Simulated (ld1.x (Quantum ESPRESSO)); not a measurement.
## Transferability test, TM potential for ruthenium (Ru)

ruthenium, norm-conserving Troullier–Martins (Kleinman–Bylander form), made with ld1.x (Quantum ESPRESSO) 7.5 (PBE, scalar-relativistic). Core [Ar] 3d10 4s2, reference 4p6 4d7 5s0.5 5p0.5. Waves: 4p (bound): rc 1.00 bohr; 4d (bound): rc 1.80 bohr; 5s (bound): rc 1.95 bohr. Local part: the s channel. Core correction: Bessel-smoothed model core, default radius (core density twice the valence density).

Occupied shells without a wave of their own: 5p. They enter only through the test configuration that unscreens the potential, and ld1.x also counts them in the model core charge.

Energies are relative to the spin-unpolarised reference configuration 4p6 4d7 5s0.5 5p0.5; without spin polarisation the order of configurations can differ from experiment. The frozen-core shift is the all-electron ΔE with the core orbitals held at their reference shape minus the fully relaxed ΔE.

ld1.x takes every shell without a wave as core, so the model core holds the 5p electrons as well and exchange and correlation see them twice. This cancels in the reference configuration, but the file is broken for other ones, and its errors say nothing about a proper core correction.

```csv
valence configuration,charge,ΔE all-electron (eV),error AE − PS (meV),frozen-core shift (meV)
4p6 4d7 5s1 5p0,0,-1.694,+121,-0.4
4p6 4d7 5s0 5p0,+1,5.598,+281,+1.5
4p6 4d6 5s0 5p0,+2,23.785,+500,+4.8
4p6 4d8 5s0 5p0,0,-2.027,+22,+4.6
4p6 4d6 5s2 5p0,0,0.007,+142,+1.7
4p6 4d7 5s0 5p1,0,1.767,-179,+0.4
4p6 4d6 5s1 5p1,0,3.959,-315,+1.9
```

Levels in the configuration 4p6 4d6 5s0 5p0:

```csv
level,all-electron (eV),pseudo (eV)
4p,-66.414,-66.327
4d,-24.137,-23.978
```

A variational frozen-core shift is positive and of second order in the change. This column holds negative values, so the frozen-core run of ld1.x carries numerical noise or an error of first order here, and the column gives no more than the rough size of the effect.

The potential misses its own reference levels by up to 0.3 eV.
